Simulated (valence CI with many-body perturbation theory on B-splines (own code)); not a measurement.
Results of a calculation; reference values are marked as such.
## Ta XXXII: magnetic and hyperfine properties of the levels

Level of theory: configuration interaction combined with many-body perturbation theory (CI+MBPT): six valence electrons over a frozen Dirac-Fock core [Kr], radial functions for each j: 7 s, 7 p, 8 d, 6 f, 4 g, 1 h, with the one-electron correlation potential Σ1, the two-electron term Σ2, the three-electron term Σ3, Breit, model QED; selected CI, second order for the rest, scaled by the run's own slope (own B-spline code, finite nucleus).

The last digits are not significant, and no measured levels were compared; by estimate large intervals hold to a few tenths of a per cent, small ones and those within an open d or f shell to about a per cent. Core correlation moves these levels by up to 7400 cm⁻¹, and in measured spectra 5 to 20 % of such shifts remained as error; rates that hang on mixing are uncertain with them. Among the levels kept, up to 760 cm⁻¹ of a level comes from second order outside the variational space, and about a tenth of that is noise between levels of different J, which matters for small intervals. Only levels of the ground parity were solved; by the run's estimate the other parity begins above the list, which can be wrong where configurations are misplaced.

A/g_I is the dipole constant over the nuclear g factor μ/I (μ in nuclear magnetons, uniformly magnetised nucleus), B/Q the quadrupole constant per barn. Both hold the static response of the core; the bare values leave it out. Large factors of s and p1/2 electrons are usually good to 5 to 10 %; those of open d and f shells near neutrality can be off by tens of per cent, and small factors of p3/2, d and f electrons come from cancelling terms and can be off by a factor of two or in sign, in half-filled shells by more. B is blank for J = 1/2, where it vanishes, and for nearly pure S terms. Energies count from the lowest level. Levels with J = 0 are left out.

Levels are named by their leading jj configuration (3d3/2^4 stands for four electrons in 3d with j = 3/2), which in mixed levels can hold well under half, so a name can repeat and another be missing. Letters in brackets count levels of one name in rising energy.

```csv
Level,E (cm⁻¹),g,A/g_I (MHz),A/g_I bare,B/Q (MHz/b),B/Q bare
(4d3/2^4 4d5/2^2) J=4,0,1.284,7760,8260,16000,15300
(4d3/2^4 4d5/2^2) J=2,20708,1.302,7630,8180,-8250,-7890
(4d3/2^3 4d5/2^3) J=3 [a],104790,1.384,4280,5030,1100,1030
(4d3/2^3 4d5/2^3) J=4 [a],114050,1.163,8940,9140,13500,13100
(4d3/2^3 4d5/2^3) J=1 [a],118450,1.330,7520,8140,-5860,-5600
(4d3/2^3 4d5/2^3) J=5,137750,1.129,10800,10900,7430,7180
(4d3/2^3 4d5/2^3) J=6,139740,1.112,12000,12100,-14800,-14200
(4d3/2^3 4d5/2^3) J=2 [a],154380,0.957,15100,14800,-11600,-11200
(4d3/2^3 4d5/2^3) J=3 [b],158530,1.049,13500,13400,5110,4850
(4d3/2^3 4d5/2^3) J=2 [b],192650,1.136,11100,11300,17600,17000
(4d3/2^3 4d5/2^3) J=1 [b],193090,1.122,7430,7530,11800,11300
(4d3/2^3 4d5/2^3) J=4 [b],195950,1.043,13700,13600,-10400,-10100
(4d3/2^3 4d5/2^3) J=3 [c],203960,1.071,13300,13200,-18600,-17800
(4d3/2^2 4d5/2^4) J=2 [a],232500,1.439,795,1680,-1360,-1290
(4d3/2^2 4d5/2^4) J=4 [a],252340,1.096,11500,11600,1750,1750
(4d3/2^2 4d5/2^4) J=3 [a],261080,1.200,7920,8210,-7630,-7350
(4d3/2^2 4d5/2^4) J=5,264550,1.097,12300,12400,-11100,-10700
(4d3/2^2 4d5/2^4) J=6,277120,1.048,13500,13400,-16300,-15600
(4d3/2^2 4d5/2^4) J=3 [b],279990,0.960,15700,15400,696,680
(4d3/2^2 4d5/2^4) J=1,289150,1.038,14300,14200,-5530,-5320
(4d3/2^2 4d5/2^4) J=4 [b],297960,1.053,13900,13800,-552,-562
(4d3/2^2 4d5/2^4) J=2 [b],298870,1.051,13600,13500,-11000,-10600
(4d3/2^2 4d5/2^4) J=2 [c],331210,0.859,18600,18000,-1010,-946
(4d3/2^2 4d5/2^4) J=4 [c],342250,1.161,9770,9970,-15800,-15100
(4d3/2 4d5/2^5) J=1,377800,1.497,-2260,-1220,-3340,-3190
(4d3/2^2 4d5/2^4) J=2 [d],394140,1.022,14000,13800,19100,18400
(4d3/2 4d5/2^5) J=4,417560,1.027,14000,13900,-7430,-7060
(4d3/2 4d5/2^5) J=2,431150,1.207,9180,9480,-20000,-19300
(4d3/2 4d5/2^5) J=3,436080,1.065,12800,12800,-18200,-17500
```

(1) Take the isotope of mass number 181, with I = 7/2, μ = 2.365 μN and Q = 3.17 b. What is the hyperfine structure of (4d3/2^3 4d5/2^3) J=6?

Results:

(1) From the table A = 8110 MHz, B = -46800 MHz. Shifts from the centre of gravity in MHz: F = 5/2: -217000, F = 7/2: -181000, F = 9/2: -136000, F = 11/2: -83900, F = 13/2: -26200, F = 15/2: 35000, F = 17/2: 97400, F = 19/2: 159000.
